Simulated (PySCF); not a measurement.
Electronic structure of Ni(OH)2

Ni(OH)2 holds Ni(II), d8, at total charge 0. The structure is a PBE0-D3(BJ)/def2-TZVP geometry optimised for multiplicity 3; coordination linear, point group C2h, metal–donor distances 1.73 Å.

```
5

Ni    0.0000    0.0000    0.0000
O     0.0000    0.0000    1.7318
H    -0.7633    0.0000    2.3078
O     0.0000    0.0000   -1.7318
H     0.7633    0.0000   -2.3078
```

Method (PySCF 2.14, density fitting): CASSCF(8,5) with orbitals averaged over all microstates of the shell, strongly contracted NEVPT2 on the averaged canonical orbitals; basis x2c-TZVPall on the metal, x2c-SVPall elsewhere; spin-free X2C; gas phase; spin-orbit coupling by state interaction with the mean-field operator over all roots.

## Spin-free states

```tsv
2S+1	deg.	symmetry	free-ion term	CASSCF / cm⁻¹	NEVPT2 / cm⁻¹	f(ED)
3	1	3Bg	3F 0.95	0	0	–
3	1	3Bg	3F 0.97	761	1705	0
3	1	3Ag	3F 0.97	1297	3151	0
3	1	3Bg	3F 1.00	3096	6496	0
3	1	3Ag	3F 1.00	3099	6509	0
3	1	3Bg	3F 0.99	4510	7550	0
3	1	3Ag	3F 0.99	4567	7706	0
1	1	1Bg	1D 0.75	15877	14094	–
1	1	1Ag	1D 0.63	15940	14251	–
1	1	1Ag	1D 0.93	15816	14757	–
1	1	1Bg	1D 0.82	16491	15774	–
3	1	3Bg	3P 0.93	18414	17579	0
1	1	1Ag	1D 0.77	17698	17937	–
3	1	3Ag	3P 0.96	19722	19287	0
1	1	1Ag	1G 0.70	22577	21719	–
1	1	1Bg	1G 0.61	22624	22255	–
1	1	1Ag	1G 0.79	23752	23647	–
1	1	1Bg	1G 0.97	24641	24457	–
1	1	1Ag	1G 0.89	25731	26082	–
3	1	3Bg	3P 0.97	27675	29678	0
1	1	1Bg	1G 0.98	29292	30172	–
1	1	1Ag	1G 0.98	29320	30225	–
1	1	1Bg	1G 1.00	34807	38132	–
1	1	1Ag	1G 1.00	34807	38133	–
1	1	1Ag	1S 0.97	63209	57514	–
```

Energies are counted from the ground state at NEVPT2 level. Weights follow the labels. f(ED) is the electric-dipole oscillator strength from the ground state at the fixed geometry, without vibronic coupling; occupations, where given, run over the ligand-field orbitals from the lowest.

## Ligand-field fit

```
          cm⁻¹  CASSCF
             B    1213
   B, free ion    1318
             C    4620
   C, free ion    4863
rms of the fit     295
```

```csv
orbital,CASSCF / cm⁻¹,metal share,main function
1,0,1.00,x2-y2 1.00
2,14,1.00,xy 1.00
3,4494,0.96,xz 0.95
4,7106,0.95,yz 1.00
5,8533,0.87,z2 0.96
```

ζ = 635 cm⁻¹, against 660 for the free ion.

## Spin-orbit levels

```
E / cm⁻¹  deg.                         make-up
     0.0     1             0.88 3Bg + 0.10 3Bg
    62.3     1             0.87 3Bg + 0.12 3Bg
   224.7     1             0.96 3Bg + 0.03 3Ag
  1812.1     1             0.87 3Bg + 0.11 3Ag
  1944.3     1  0.74 3Bg + 0.18 3Ag + 0.07 3Bg
  2294.7     1             0.88 3Bg + 0.12 3Bg
  3525.7     1                        0.96 3Ag
  3667.8     1             0.85 3Ag + 0.12 3Bg
  3788.4     1  0.78 3Ag + 0.15 3Bg + 0.05 3Bg
  6041.8     1  0.50 3Bg + 0.44 3Ag + 0.06 3Bg
  6054.4     1  0.51 3Ag + 0.44 3Bg + 0.05 3Ag
  6746.5     1  0.71 3Bg + 0.23 3Bg + 0.05 3Ag
  6767.5     1  0.77 3Ag + 0.18 3Ag + 0.03 3Bg
  7108.6     1  0.52 3Bg + 0.31 3Ag + 0.16 3Ag
  7142.4     1  0.42 3Ag + 0.34 3Bg + 0.22 3Bg
  7561.1     1             0.54 3Ag + 0.40 3Bg
  7569.7     1  0.53 3Bg + 0.38 3Ag + 0.03 3Ag
  8086.0     1             0.90 3Bg + 0.10 3Bg
  8242.0     1             0.90 3Ag + 0.10 3Ag
  8928.2     1  0.50 3Ag + 0.43 3Bg + 0.04 3Bg
  8950.9     1  0.51 3Ag + 0.42 3Bg + 0.05 3Ag
 14481.5     1                        0.95 1Bg
 14641.4     1                        0.97 1Ag
 15120.4     1             0.93 1Ag + 0.05 3Bg
```

Only the lowest levels are listed: 24 of 45 states.

## Magnetism

The ground multiplet can be fitted only roughly by a spin Hamiltonian with S = 1, g = 1.914, 2.523, 3.395, D = -193.57 cm⁻¹, E/|D| = 0.16 (spin-orbit part alone); the lowest levels hold 91 % of the spin-free ground state. μeff is 4.05 μB at 300 K and 1.73 μB at 10 K; the spin-only value is 2.83 μB.

| T / K | χT / cm³ K mol⁻¹ | μeff / μB |
| --- | --- | --- |
| 2 | 0.075 | 0.77 |
| 5 | 0.187 | 1.22 |
| 10 | 0.375 | 1.73 |
| 20 | 0.735 | 2.42 |
| 30 | 1.030 | 2.87 |
| 50 | 1.406 | 3.35 |
| 75 | 1.651 | 3.63 |
| 100 | 1.786 | 3.78 |
| 150 | 1.919 | 3.92 |
| 200 | 1.981 | 3.98 |
| 250 | 2.019 | 4.02 |
| 300 | 2.048 | 4.05 |

Powder magnetisation at 2 K: 0.03 μB at 0.5 T, 0.07 μB at 1 T, 0.13 μB at 2 T, 0.20 μB at 3 T, 0.33 μB at 5 T, 0.46 μB at 7 T.

NEVPT2 lifts 3Ag from 3099 to 6509 cm⁻¹; on the d shell alone such lifts tend to overshoot.

The job took 1.7 s on one thread of AMD EPYC 9R45 96-Core Processor (shared host), with 86 basis functions, launched as `OMP_NUM_THREADS=1 python lf_run.py task.json out`.
